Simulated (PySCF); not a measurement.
# How the method moves the HOMO and LUMO of `[BH3-][NH2+]CC(F)F`

C2H8BF2N.
SMILES with atom numbers: `[BH3-:1][NH2+:2][CH2:3][CH:4]([F:5])[F:6]` (hydrogens: H7, H8, H9 on B1; H10, H11 on N2; H12, H13 on C3; H14 on C4)

Structure used (PBE0-D3(BJ)/def2-SVP), in Å, numbered top down from 1:
```xyz
14
C2H8BF2N angstrom
B      1.983    0.327    0.101
N      0.371    0.522    0.235
C     -0.413   -0.600   -0.275
C     -1.892   -0.358   -0.113
F     -2.177   -0.174    1.198
F     -2.237    0.780   -0.763
H      2.243   -0.678    0.754
H      2.196    0.188   -1.098
H      2.475    1.346    0.565
H      0.137    0.677    1.218
H      0.097    1.376   -0.257
H     -0.113   -1.507    0.267
H     -0.163   -0.747   -1.335
H     -2.510   -1.187   -0.497
```

Basis pcSseg-1 throughout (PySCF), one geometry. Geometry: PBE0-D3(BJ)/def2-SVP, one conformer, isolated molecule.

Q: How do the orbital energies, the gap and the dipole change with the method?

A: 
| method | kind | HOMO (eV) | LUMO (eV) | gap (eV) | μ (D) | SCF cycles |
| --- | --- | --- | --- | --- | --- | --- |
| BLYP | GGA | -6.40 | -0.29 | 6.11 | 4.78 | 13 |
| OPBE | GGA | -6.41 | 0.00 | 6.41 | 4.78 | 14 |
| PBE | GGA | -6.48 | -0.31 | 6.17 | 4.78 | 14 |
| B97-D | GGA | -6.50 | -0.15 | 6.35 | 4.76 | 14 |
| LDA | LDA | -6.54 | -0.55 | 6.00 | 4.75 | 13 |
| KT2 | GGA | -6.58 | -0.46 | 6.11 | 4.65 | 14 |
| KT3 | GGA | -6.59 | -0.44 | 6.16 | 4.68 | 14 |
| BP86 | GGA | -6.60 | -0.25 | 6.35 | 4.78 | 13 |
| B97-2 | global hybrid | -7.62 | 0.65 | 8.27 | 4.77 | 12 |
| B3LYP | global hybrid | -7.67 | 0.29 | 7.96 | 4.78 | 12 |
| PBE0 | global hybrid | -7.87 | 0.63 | 8.50 | 4.78 | 12 |
| mPW1PW91 | global hybrid | -7.91 | 0.63 | 8.54 | 4.77 | 12 |
| BHandHLYP | global hybrid | -9.21 | 1.40 | 10.62 | 4.79 | 12 |
| CAM-B3LYP | range-separated hybrid | -9.34 | 1.52 | 10.86 | 4.81 | 12 |
| wB97X-D | range-separated hybrid | -9.82 | 2.49 | 12.31 | 4.83 | 13 |
| LC-wPBE | range-separated hybrid | -10.75 | 2.93 | 13.68 | 4.87 | 12 |
| HF | Hartree–Fock | -11.30 | 3.73 | 15.03 | 4.86 | 10 |

The HOMO spans 4.90 eV, from BLYP down to HF, and the gap runs from 6.00 eV (LDA) to 15.03 eV (HF). Over the methods BLYP (0 %), OPBE (0 %), PBE (0 %), B97-D (0 %), LDA (0 %), KT2 (0 %), KT3 (0 %), BP86 (0 %), B97-2 (21 %), B3LYP (20 %), PBE0 (25 %), mPW1PW91 (25 %), BHandHLYP (50 %), HF (100 %), a straight line through the gap against the share of exact exchange rises by 0.88 eV for each 10 % (correlation coefficient 0.999). The dipole ranges from 4.65 D (KT2) to 4.87 D (LC-wPBE). This basis has no diffuse functions.
